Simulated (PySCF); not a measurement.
# Working out the excitation energy of S

S [Ne] 3s2 3p4 (3P) → S [Ne] 3s1 3p5 (3P). Computed with PySCF 2.14 in x2c-TZVPPall with one added diffuse shell each of s, p, d type (6s6p4d1f, 51 functions), with the spin-free X2C one-electron Hamiltonian (Gaussian nucleus). Frozen: [Ne]. Energies in hartree (1 hartree = 27.21139 eV):

| part | S (lower) | S (upper) |
| --- | --- | --- |
| UHF | -398.584924 | -398.159168 |
| CCSD correlation | -0.140486 | -0.216382 |
| (T) | -0.004886 | -0.023535 |

**Question.** What does Hartree-Fock give?

**Answer.** (-398.159168) − (-398.584924) = 0.425756 hartree = 11.585 eV.

**Question.** What do CCSD and CCSD(T) give?

**Answer.** The CCSD correlation energies differ by -0.075896 hartree = -2.065 eV and the triples by -0.018649 hartree = -0.507 eV, so CCSD gives 9.520 eV and CCSD(T) 9.013 eV.

Measured between the centres of the two terms (NIST): 8.928 eV, so CCSD(T) (valence) is off by 0.085 eV.

The coupled-cluster amplitudes are large, so a single reference is strained.

What remains against the reference includes basis incompleteness, the frozen core and higher excitations.
